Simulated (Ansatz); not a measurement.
One elementary step

Start structure (Si$_{2}$H$_{5}$SF, closed shell), relaxed at PBE0-D4/def2-TZVP:

Si1  (-1.019, -0.081, -0.323)
F2  (-1.303, -1.463, -1.088)
S3  (-0.794, 1.534, -1.684)
H4  (0.460, 1.210, -2.043)
H5  (-2.242, 0.259, 0.444)
Si6  (0.910, -0.335, 0.973)
H7  (1.058, 0.858, 1.846)
H8  (2.085, -0.422, 0.063)
H9  (0.845, -1.560, 1.811)
(Å)

The step: Si₂H₅SF ([F][SiH]([SiH3])[SH]) → Si₂H₄S ([SiH3][SiH][S]) + HF; bonds formed: F2–H4; bonds broken: Si1–F2, S3–H4. Program: Ansatz 0.2.0. Basis: def2-TZVPP and def2-QZVPP. Cores are frozen in the correlated methods. Extrapolation: Hartree–Fock as exp(−7.88 √X), correlation as X^−2.97. Energies below are by CCSD(T) at an estimated basis limit (MP2 extrapolated from triple and quadruple zeta, plus CCSD(T) − MP2 in triple zeta).

Problem. What are the electronic barrier and the energy of the step, from the start structure to the end structure? (An estimate is asked for; the value comes from the calculation.)

Solution. By the calculation: Barrier 51.84 kcal/mol; step energy 49.30 kcal/mol (uphill); reverse barrier, their difference, 2.54 kcal/mol. Barrier and step energy count from the start structure, the reverse barrier from the end structure.

The saddle point: One imaginary mode of 81i cm⁻¹.
```
  pair  start (Å)  saddle (Å)  end (Å)
 F2–H4       3.34        0.94     0.95
Si1–F2       1.60        2.79     3.32
 S3–H4       1.34        2.34     2.13
```

Zero-point energy (harmonic, PBE0-D4): ZPE is 29.17 kcal/mol at the start and 28.98 kcal/mol at the saddle, so the barrier goes from 51.84 to 51.65 kcal/mol.

First-order rate constant out of the start structure at 698 K by transition-state theory, with harmonic vibrational free energies alone and no tunnelling: ΔA‡ = 50.84 kcal/mol, so k = (kB T/h) exp(−ΔA‡/kB T) ≈ 10^-3 s⁻¹ (an order of magnitude at best: rotation, the number of equivalent paths and anharmonicity are left out).

T1 diagnostic: at most 0.018.

Labels in which every atom is bracketed show which atoms are joined, not bond orders.

For scale, one of the runs: CCSD(T)/def2-TZVPP, 227 basis functions, launched by `ansatz run in.yaml --threads 4 --pin off --events-out ev --progress --plain --max-ram 9574MiB`. Time: 59 s of wall clock on 4 CPU threads of an Intel Xeon; the host was shared. Peak host memory: 3.4 GiB.
